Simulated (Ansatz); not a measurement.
Program: Ansatz 0.2.0.

A structure relaxed at PBE0-D4/def2-TZVP, charge 0, multiplicity 1:

```csv
atom,x (Å),y (Å),z (Å)
O1,-1.277,0.303,1.173
C2,-0.371,0.642,0.174
S3,1.303,0.973,0.807
Ge4,0.858,-0.701,-0.550
H5,-2.106,0.053,0.752
H6,-0.724,1.424,-0.498
H7,1.454,-0.610,-1.956
H8,0.863,-2.084,0.098
```

Q: Give its formula and SMILES.

A: CH4GeOS, `O[CH]1[S][GeH2]1`.

Q: Summarise the bond lengths by kind.

A: 1 × C–O 1.390 Å; 1 × H–O 0.963 Å; 1 × C–S 1.820 Å; 1 × C–Ge 1.960 Å; 1 × C–H 1.090 Å; 1 × Ge–S 2.200 Å; 2 × Ge–H 1.527 to 1.530 Å.
